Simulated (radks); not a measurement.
Removal energies from the promethium ion Pm7+, [Kr] 4d10 4f1 5s2 5p5, by Delta-SCF beside the eigenvalue of the level emptied. All-electron calculation, scalar-relativistic Kohn-Sham, PBEsol, spin-polarised, spherical densities, finite nucleus; Fermi nuclear charge, rms radius of each element as measured or else 0.836 A^(1/3) + 0.57 fm. Program: a radial shooting solver on a logarithmic mesh with Libxc functionals. Open shells are filled with parallel spins first.

removed from    final configuration  Delta-SCF (eV)  -eigenvalue (eV)
5p            [Kr] 4d10 4f1 5s2 5p4          118.44            111.06
4f                [Kr] 4d10 5s2 5p5          126.75            114.06
5s            [Kr] 4d10 4f1 5s1 5p5          143.34            135.28
4d             [Kr] 4d9 4f1 5s2 5p5          252.55            238.96
